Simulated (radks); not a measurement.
Problem. Neutral potassium, 19 electrons, occupied as [Ar] 4s1. Method: non-relativistic Kohn-Sham, exchange-only B88, spin-polarised, spherical densities, point nucleus; open shells are filled with parallel spins first; computed with a radial shooting solver on a logarithmic mesh with Libxc functionals. Some entries of the table are withheld. Estimate them.

orbital,occ.,eigenvalue (eV),<r> (bohr)
1s up,1,-3505.592,0.08155
1s down,1,-3505.583,0.08155
2s up,1,-349.3164,0.3902
2s down,1,-349.3051,0.3902
2p up,3,(1),0.3514
2p down,3,(2),0.3514
3s up,1,-33.9032,1.277
3s down,1,-33.8625,1.275
3p up,3,-17.7948,1.446
3p down,3,-17.7126,1.436
4s up,1,-2.2904,5.060
4p up,0,-0.8062,7.178

Solution. 
(1) 2p up eigenvalue (eV): -278.9414
(2) 2p down eigenvalue (eV): -278.9322
